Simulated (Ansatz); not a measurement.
Harmonic frequencies (cm⁻¹) at PBE0-D4/def2-TZVP from Ansatz: 78, 102, 105, 181, 192, 262, 434, 439, 661, 677, 875, 1286, 1556, 3598, 3694.

Each molecule was computed in one conformer, which needn't be the lowest.

Question: Which molecule is it?
A. `B[SiH](F)BCl`
B. `[NH2][Zn][B](F)Cl`
C. `BO[SiH2]F`
D. `F[SiH]1CN1`

Answer: B.
